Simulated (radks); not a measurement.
The silicon ion Si3+, [Ne] 3s1. All-electron calculation, non-relativistic Kohn-Sham, exchange-only PBE, spin-polarised, spherical densities, point nucleus. Program: a radial shooting solver on a logarithmic mesh with Libxc functionals. Every spin shell is full or empty, so the densities are truly spherical. Functionals are evaluated on that one density, not self-consistently. Rank these exchange functionals by their error against the exact value of the orbitals, and give that value: LDA, B88, PBE, revPBE, RPBE, PW91, PW86, OPTX, SOGGA, G96, EV93, revTPSS, SCAN, Tao-Mo, TASK.

Answer. Exact: -19.4682 hartree. From best to worst, with 100 (|E| - |E exact|)/|E exact| (equal figures are ties): OPTX +0.01, B88 +0.02, Tao-Mo -0.04, revPBE -0.07, RPBE +0.09, G96 +0.11, PW91 -0.15, SCAN +0.30, revTPSS -0.35, PBE -0.56, PW86 +0.57, EV93 +1.54, TASK -2.77, SOGGA -3.71, LDA -8.43.
